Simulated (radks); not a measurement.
Results of a calculation; reference values are marked as such.
Species: the tellurium anion Te2-. Configuration: [Xe]. Level of theory: scalar-relativistic Kohn-Sham, LDA (Slater exchange, Perdew-Wang correlation), spin-polarised, spherical densities, point nucleus; Watson sphere of charge +1.58 and radius 2.83 bohr (a radial shooting solver on a logarithmic mesh with Libxc functionals). Some entries of the table are withheld. Estimate them.

orbital  occ.  eigenvalue (Ry)  <r^2> (bohr^2)  r(max) (bohr)
1s          2        -2321.731        0.001050        0.01795
2s          2        -355.8268         0.01697         0.1015
2p          6        -319.5714         0.01341        0.08124
3s          2        -70.50935          0.1190         0.2930
3p          6        -58.72342          0.1193         0.2865
3d         10              (1)          0.1045         0.2376
4s          2        -11.73232          0.6618         0.7007
4p          6         -8.07364          0.7711         0.7376
4d         10         -2.75214           1.127         0.8114
5s          2         -0.92164             (2)          1.819
5p          6         -0.28863             (3)          2.260

Answer. 
(1) 3d eigenvalue (Ry): -40.85097
(2) 5s <r^2> (bohr^2): 5.232
(3) 5p <r^2> (bohr^2): 9.036
